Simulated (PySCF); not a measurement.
Tm: fine-structure interval

Tm [Xe] 4f13 6s2 [4f5/2^6 4f7/2^7, M_J = 7/2] → Tm [Xe] 4f13 6s2 [4f5/2^5 4f7/2^8, M_J = 5/2], as a difference of total energies. Calculation: PySCF 2.14, in x2c-TZVPPall-2c (11s11p10d4f2g, 140 functions); the two-component X2C-1e Hamiltonian. Correlated levels: [Ar] 3d10 frozen; the 18 highest virtual spinors dropped. "Screened" scales the spin-orbit matrix elements by Boettger's factors to mimic the two-electron term; Breit and QED terms are absent.

```json
{"method": "GHF (screened spin-orbit)", "fine-structure interval (cm⁻¹)": "9671.7"}
{"method": "GMP2 (screened spin-orbit)", "fine-structure interval (cm⁻¹)": "9596.1"}
{"method": "GHF (bare spin-orbit)", "fine-structure interval (cm⁻¹)": "16311"}
```

For comparison: 8771.2 cm⁻¹ (measured; NIST Handbook of Basic Atomic Spectroscopic Data (Sansonetti and Martin, J. Phys. Chem. Ref. Data 34, 1559 (2005))).
